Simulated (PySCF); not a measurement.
**Dipole response of Br²⁺ (bromine, charge +2)**

[Ar] 3d10 4s2 4p3, high-spin 4S determinant. Calculation: PySCF 2.14, in aug-cc-pVQZ-PP with one added diffuse shell each of s, p, d, f, g type with ECP10MDF (8s7p6d4f3g, 114 functions); scalar relativity through the core potential. Coupled (time-dependent) response in atomic units; α is the mean over directions.

```json
{"method": "B97-3", "mean α (bohr³)": "8.261", "C₆ (like pair)": "39.43", "S(−4)": "15.30"}
```

S(−4) is the Cauchy moment in α(ω) = α(0) + S(−4) ω² + …

α(iu) at B97-3:

| u (hartree) | α(iu) (bohr³) |
| --- | --- |
| 0 | 8.261 |
| 0.0500 | 8.223 |
| 0.100 | 8.111 |
| 0.200 | 7.695 |
| 0.300 | 7.097 |
| 0.500 | 5.710 |
| 0.750 | 4.176 |
| 1.00 | 3.072 |
| 1.50 | 1.801 |
| 2.00 | 1.178 |
| 3.00 | 0.6291 |
| 5.00 | 0.2805 |

A single London oscillator, α(iu) = α/(1 + u²/ω²), gives C₆ = (3/4) ω α². Matching the computed C₆ needs ω = 4 × 39.43 / (3 × 8.261²) = 0.770 hartree.

For an ion, C₆ is the dispersion term alone; charge-induced terms of lower order in 1/R come first.

Energies and moments cover only the electrons outside the core potential.
